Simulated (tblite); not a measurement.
**Question.** What does the GFN2-xTB structure of `CC(C)[C@@H](C)CF` look like in three dimensions?

**Answer.** 
```
atom  x, y, z in Å
C1     1.5742   -1.3024   -0.0933
C2     0.8530    0.0009    0.2505
C3     1.1208    1.0467   -0.8306
C4    -0.6485   -0.2370    0.5063
C5    -1.2887    0.9136    1.2830
C6    -1.4327   -0.4866   -0.7803
F7    -2.6749   -0.9989   -0.4792
H8     2.6430   -1.1251   -0.1861
H9     1.4188   -2.0460    0.6849
H10    1.2190   -1.7115   -1.0358
H11    1.2736    0.3737    1.1916
H12    0.8079    0.6865   -1.8074
H13    0.5985    1.9753   -0.6182
H14    2.1856    1.2637   -0.8766
H15   -0.7417   -1.1440    1.1150
H16   -1.2128    1.8477    0.7311
H17   -2.3420    0.7028    1.4535
H18   -0.8025    1.0401    2.2474
H19   -0.9465   -1.2274   -1.4216
H20   -1.6092    0.4384   -1.3372
```

Orientation and origin are arbitrary. Atoms count from 1 in this order. Of the pairs four or more bonds apart, H10···H19 is among the closest relative to their van der Waals radii: 2.25 Å, 94 % of the sum of Bondi's values.

Bonds between heavy atoms (Å): C1–C2 1.529, C2–C3 1.528, C2–C4 1.542, C4–C5 1.529, C4–C6 1.527, C6–F7 1.377.

The geometry is computed with GFN2-xTB (gas phase).

Point group: C1 (no symmetry element, even within 0.4 Å). Its GFN2-xTB frequencies are all real (lowest 70 cm⁻¹). The numbers are those of one conformer (C1–C2–C4–C5 161°, C2–C4–C6–F7 166°). 3 starts were optimised and ended at 0.00, 0.02 and 0.65 kcal/mol (GFN2-xTB); the lowest of these is shown.
